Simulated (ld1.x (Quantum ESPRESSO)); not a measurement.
# Be, TM: configuration errors across variants

| Quantity | Value |
| --- | --- |
| Element | Be (Z = 4) |
| Generator | ld1.x (Quantum ESPRESSO) 7.5 |
| Type | norm-conserving Troullier–Martins (Kleinman–Bylander form) |
| Functional | PBE |
| Relativity | scalar-relativistic |
| Frozen core | [He] |
| Valence charge | 2 |
| Reference configuration | 2s2 2p0 |
| Partial waves | 2s (bound): rc 2.10 bohr; 3d channel at 0.35 Ry: rc 4.30 bohr; 2p (bound, empty): rc 4.20 bohr |
| Local potential | the p channel |
| Core correction | none |

All-electron excitation energies from the reference (eV): (1) 2s1 2p0 9.551; (2) 2s1.5 2p0 3.761; (3) 2s1 2p1 3.612; (4) 2s0 2p2 7.251; (5) 2s0 2p1 13.460.

2 further variants failed, have other tests or too few solved ones, and are left out.

Errors AE − PS in meV (a dash: test not solved or not reliable):

```tsv
change	(1)	(2)	(3)	(4)	(5)	bound ghosts
base	+5.7	-0.6	-20	-74	-192	none
wave 2s (bound): rc 2.10 bohr becomes 2s (bound): rc 3.24 bohr	-8.2	-2.3	-27	-84	-246	none
wave 2p (bound): rc 4.20 bohr becomes 2p (bound): rc 2.96 bohr	+6.6	+0.4	-3.8	-15	-60	none
local potential all-electron potential smoothed inside 1.90 bohr (lloc = -1)	+9.8	+1.4	-19	-72	-175	none
wave 3d channel at 0.35 Ry: rc 4.30 bohr becomes 3d channel at -0.07 Ry: rc 4.30 bohr	+5.7	-0.6	-20	-74	-192	none
wave 3d channel at 0.35 Ry: rc 4.30 bohr becomes 3d channel at 0.35 Ry: rc 2.90 bohr	+5.7	-0.6	-20	-74	-192	none
core correction a·sin(br)/r model core inside 1.08 bohr	+9.8	+0.4	-25	-105	-225	none
type PAW; waves now 2s (bound): rcut 1.85, rcutus 2.10 bohr; 2s channel at 2.15 Ry: rcut 1.85, rcutus 2.10 bohr; 2p (bound): rcut 3.65, rcutus 4.20 bohr; 2p channel at 1.05 Ry: rcut 3.65, rcutus 4.20 bohr; 3d channel at 0.35 Ry: rcut 3.75, rcutus 4.30 bohr; local potential all-electron potential smoothed inside 3.50 bohr (lloc = -2); core correction a·sin(br)/r model core, default radius (ld1.x builds one for every PAW set, though the input has nlcc=.false.); augmentation PSQ, inside the norm-conserving radii	-1.5	-0.3	-0.4	+1.0	-6.3	none
```

Question: Give the same row for: all radii scaled by about 0.88 (s 1.84, p 3.68, d 3.76 bohr).

Answer: +5.7, -0.4, -13, -54, -131; bound ghosts: none.
